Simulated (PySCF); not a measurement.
## How methods differ on the ionisation energy of Xe¹⁷⁺

Xe¹⁷⁺ [Kr] 4d1 [4d3/2^1, M_J = 3/2] → Xe¹⁸⁺ [Kr], as a difference of total energies. Calculation: PySCF 2.14, in an even-tempered Gaussian basis (18 s from 0.94 bohr⁻², ratio 2.8; 14 p from 1.2 bohr⁻², ratio 2.8; 9 d from 1.2 bohr⁻², ratio 2.8; 4 f from 4.3 bohr⁻², ratio 3); the two-component X2C-1e Hamiltonian. Correlated levels: [Ar] 3d10 frozen; the 94 highest virtual spinors dropped. "Screened" scales the spin-orbit matrix elements by Boettger's factors to mimic the two-electron term; Breit and QED terms are absent.

```json
{"method": "GHF (screened spin-orbit)", "ionisation energy (eV)": "433.75"}
{"method": "GMP2 (screened spin-orbit)", "ionisation energy (eV)": "434.23"}
```

Q: How much does correlation contribute at GMP2 (screened spin-orbit)?

A: 434.23 − (433.75) = 0.48 eV, measured against GHF (screened spin-orbit).

Breit and QED terms and the two-electron picture change are absent.

For comparison: 434 ± 3 eV (theoretical estimate listed by NIST; NIST Atomic Spectra Database, ionization energies).
